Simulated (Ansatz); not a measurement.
Ansatz (a quantum-chemistry and plane-wave program) input:

Ansatz 0.2 input:
```yaml
crystal:
  periodic: [false, false, false]
  atoms:
    - {symbol: Si, position_ang: [-0.03381757, -0.02551854, -0.01861664]}
    - {symbol: F, position_ang: [0.08989697, -0.32540109, -1.60244192]}
    - {symbol: C, position_ang: [-1.56995693, -0.85099520, 0.56488815]}
    - {symbol: C, position_ang: [1.48516638, -0.72612650, 0.80934686]}
    - {symbol: C, position_ang: [-0.11806334, 1.82565980, 0.20317054]}
    - {symbol: H, position_ang: [-2.21056671, -1.43229807, -0.08900380]}
    - {symbol: H, position_ang: [-1.90942884, -0.79752153, 1.59420880]}
    - {symbol: H, position_ang: [1.57725949, -1.79742714, 0.62313560]}
    - {symbol: H, position_ang: [1.43779574, -0.57562291, 1.89061267]}
    - {symbol: H, position_ang: [2.38859666, -0.23530530, 0.44017283]}
    - {symbol: H, position_ang: [-0.23264197, 2.08146058, 1.25935845]}
    - {symbol: H, position_ang: [-0.96475990, 2.24997966, -0.33894251]}
    - {symbol: H, position_ang: [0.79524216, 2.30137561, -0.16136491]}
basis:
  gaussian:
    orbitals: 6-31G*
hamiltonian:
  xc: {name: PBE0}
magnetization: {spin_polarized: true, initial_magnetization: 1}
```

Task: Which total energy does the run end on?

Result: -508.11649 Eh (PBE0/6-31G*).

It need not be the lowest isomer of its formula.
